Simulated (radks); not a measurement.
Valence configurations of Be (all share [He]). Method: scalar-relativistic Kohn-Sham, PBE, spin-polarised, spherical densities, point nucleus; open shells are filled with parallel spins first; computed with a radial shooting solver on a logarithmic mesh with Libxc functionals. Energies are relative to 2s2; eigenvalues in eV for spin up.

valence,E (eV),moment (Bohr magnetons),e(2p),e(2s)
2s2,0.000,0,-,-5.610
2s1.5 2p0.5,1.530,1,-2.655,-6.346
2s1 2p1,2.442,2,-3.034,-6.810
2p2,6.207,2,-3.406,-
2s0.5 2p1.5,4.327,2,-3.229,-6.995

NIST lists [He] 2s2 as the ground configuration; this level of theory agrees among the configurations tried. The energies are those of spherical high-spin densities, not of single terms.
